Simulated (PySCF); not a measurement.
Structure from NMR data

The spectra below were simulated for a compound C₇H₆O₃.

1H NMR (300 MHz, computed): δ 6.49 (m, 1H), 6.49 (m, 1H), 6.04 (d, J = 2.3 Hz, 1H), 4.16 (s, 3H).

13C{1H} NMR (computed): δ 190.2 (C), 190.2 (C), 159.4 (C), 143.3 (CH), 139.0 (CH), 117.0 (CH), 60.3 (CH3).

Averaged over atoms made equivalent by symmetry, fast rotation or ring inversion, no relativistic terms, no solvent, a single conformation. J couplings at B3LYP/pcJ-1 (without the spin–dipole term); shielding tensors at PBE0/pcSseg-1 (GIAO); PBE0-D3(BJ)/def2-SVP geometry; PySCF 2.14.0 with density-fitted response routines.

Scale: 1H, 13C against TMS (reference shieldings calculated alike).

Q: Propose a structure and justify it.

A: 
- Rings plus π bonds: 5 (1 ring in the answer).
- 7 carbon signals for 7 carbons: no two carbons are equivalent.
- Carbon types of the structure: 3 × C, 3 × CH, 1 × CH3, which accounts for all hydrogens.
- δC 190.2, 190.2: ketone carbonyl carbon; the double bond to the heteroatom, with no lone-pair donor beside it, deshields it most.
- δC 159.4: alkene carbon bearing oxygen; an sp2 carbon further deshielded by the attached heteroatom.
- δC 143.3, 139.0, 117.0: β carbon of a C=C–C=O unit.
- δC 60.3: methyl carbon bonded to O; pulled downfield by the heteroatom.
- δH 6.49, 6.49, 6.04: hydrogen on a β carbon of a C=C–C=O unit; attached to an sp2 carbon and in the plane of the double bond.
- δH 4.16: hydrogen on a methyl carbon bonded to O; its carbon carries O, which withdraws density.

Structure: methoxybenzoquinone.

The shifts were computed for this structure.

Splittings below 1 Hz are ignored in the labels, and close J values are merged. Unscaled 3J(H,H) at this level run about 10 % above measured values. Shifts are as computed. Against solution values, carbons near 30 ppm lie about +2 ppm off and those near 130 ppm about +5 ppm. Of 1211 compounds with measured shifts, 218 miss one by over three times the rms of a fit or turn the order of signals round; such compounds aren't used in these exercises.
